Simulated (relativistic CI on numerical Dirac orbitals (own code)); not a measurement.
# Transition arrays of Ag XI

These numbers are calculated, not measured: Dirac-Coulomb-Breit CI, KLI orbitals optimised for each configuration, model QED, valence Slater integrals scaled by 0.9, whole transition arrays (own radial code, finite nucleus).

Configuration list (outside the closed core [Ar] 3d10 4s2): 4p⁶4d, 4p⁶4f, 4p⁵4d², 4p⁶5p, 4p⁶5f. Levels of other configurations are missing.

All E1 lines from the levels of 4p⁶4d; mean and standard deviation are weighted by gf, and upper levels are sorted by their leading configuration.

| Upper configuration | Lines | Σgf | Mean (eV) | Mean (nm) | σ (eV) | Strongest line (nm) |
| --- | --- | --- | --- | --- | --- | --- |
| 4p⁵4d² | 63 | 72.6 | 78.16 | 15.864 | 2.56 | 15.869 |
| 4p⁶5p | 3 | 1.6 | 66.39 | 18.674 | 0.53 | 18.613 |
| 4p⁶5f | 3 | 0.1 | 112.30 | 11.040 | 0.46 | 11.078 |

Σgf per state of the lower configuration in bins of 0.1 nm over the central range (centre: value): 15.45: 0.93, 15.65: 1.73, 15.85: 2.58, 15.95: 0.40, 16.15: 1.43, 18.65: 0.09.

Task: How do configuration mixing and the scaling of the Slater integrals move the arrays?

Result: Slater scale 0.9, no configuration mixing: 4p⁶4f 65.8 ± 0.5 eV (Σgf 10.4), 4p⁵4d² 76.7 ± 4.1 eV (Σgf 59.1), 4p⁶5p 66.4 ± 0.5 eV (Σgf 1.6), 4p⁶5f 112.1 ± 0.4 eV (Σgf 0.0); Slater scale 1: 4p⁵4d² 79.9 ± 2.7 eV (Σgf 74.1), 4p⁶5p 66.4 ± 0.5 eV (Σgf 1.6), 4p⁶5f 112.3 ± 0.5 eV (Σgf 0.1); Slater scale 0.8: 4p⁵4d² 76.4 ± 2.4 eV (Σgf 71.0), 4p⁶5p 66.4 ± 0.5 eV (Σgf 1.6), 4p⁶5f 112.3 ± 0.5 eV (Σgf 0.1). With mixing, levels are counted to their leading configuration, so an array can shrink or vanish into another, and the sums then hold other lines.
